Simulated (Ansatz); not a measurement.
Basis-set extrapolation for `CO[SiH2][SiH2]F` (PBE0-D4/def2-TZVP geometry, frozen core, Ansatz 0.2.0). Multiplicity 1, RHF reference.

```json
{"": "HF", "def2-TZVPP": "-794.317737", "def2-QZVPP": "-794.346875"}
{"": "MP2 correlation", "def2-TZVPP": "-0.904113", "def2-QZVPP": "-0.978087"}
{"": "CCSD(T) correlation", "def2-TZVPP": "-0.985623", "def2-QZVPP": "not run"}
```

Energies in hartree. Use E(X) = E(∞) + A·exp(−7.88·√X) for Hartree–Fock and E(X) = E(∞) + B·X^(−2.97) for correlation, with X = 3 and 4, and add CCSD(T) minus MP2 of the smaller set to the MP2 limit.

**Question.** What is the CCSD(T) energy at the basis-set limit?

**Answer.** HF limit: -794.346875 + (-0.029138) × 0.13774 = -794.35089. MP2 limit: -0.978087 + (-0.073974) × 0.74074 = -1.03288. Higher-order term: -0.985623 − (-0.904113) = -0.08151. Total: -795.46528 hartree, 425.1 kJ/mol below CCSD(T)/def2-TZVPP.
